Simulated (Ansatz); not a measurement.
Basis-set extrapolation for C10H20, SMILES `CCCCCC1CCCC1` (PBE0-D4/def2-TZVP geometry, frozen core, Ansatz 0.2.0). Multiplicity 1, RHF reference.

```csv
,def2-TZVPP,def2-QZVPP
HF,-390.472388,-390.490319
MP2 correlation,-1.742889,-1.849679
CCSD(T) correlation,-1.918642,not run
```

Energies in hartree. Use E(X) = E(∞) + A·exp(−7.88·√X) for Hartree–Fock and E(X) = E(∞) + B·X^(−2.97) for correlation, with X = 3 and 4, and add CCSD(T) minus MP2 of the smaller set to the MP2 limit.

**Question.** What is the CCSD(T) energy at the basis-set limit?

**Answer.** HF limit: -390.490319 + (-0.017931) × 0.13774 = -390.49279. MP2 limit: -1.849679 + (-0.106790) × 0.74074 = -1.92878. Higher-order term: -1.918642 − (-1.742889) = -0.17575. Total: -392.59732 hartree, 129.4 kcal/mol below CCSD(T)/def2-TZVPP.
